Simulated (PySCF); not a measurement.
A GIAO shielding run with PySCF (density fitting, non-relativistic, gas phase) on `C(/C[Si@H](CC=C)F)=C\F`, C₆H₁₀F₂Si:

```
$ OMP_NUM_THREADS=1 python probes_run.py task.json out

{"job": {"kind": "nmr", "xc": "PBE0", "basis": "pcSseg-1"}, "charge": 0, "multiplicity": 1}
C      2.261022     1.235047     0.013751
C      1.862339     0.245091     0.791372
C      1.581558    -1.141643     0.319480
Si    -0.272164    -1.577056     0.378501
F     -0.401631    -3.117931    -0.110729
C     -1.276056    -0.544505    -0.874203
C     -1.398374     0.877787    -0.460896
C     -2.531023     1.427919    -0.069430
F     -2.594691     2.715631     0.326541
H      2.430154     1.093690    -1.041738
H      2.438035     2.225866     0.395166
H      1.698670     0.417506     1.846707
H      2.123367    -1.851670     0.947756
H      1.953562    -1.263446    -0.700291
H     -0.848740    -1.571572     1.715571
H     -0.779631    -0.590958    -1.845870
H     -2.267612    -0.981606    -0.994420
H     -0.494321     1.469135    -0.462042
H     -3.494267     0.941964    -0.017880
```

Hardware: 1 thread of an Arm Neoverse V2, shared host. The job also computes population analyses, field gradients.

(1) How large is the calculation?

(2) How long does it take, and how much memory does it need?

Results:

(1) 78 electrons, 210 basis functions and 1109 auxiliary functions.

(2) 46 s of wall time, with 14 SCF cycles and 5 response iterations; peak memory 0.94 GiB. Times on a shared host scatter by some tens of per cent.
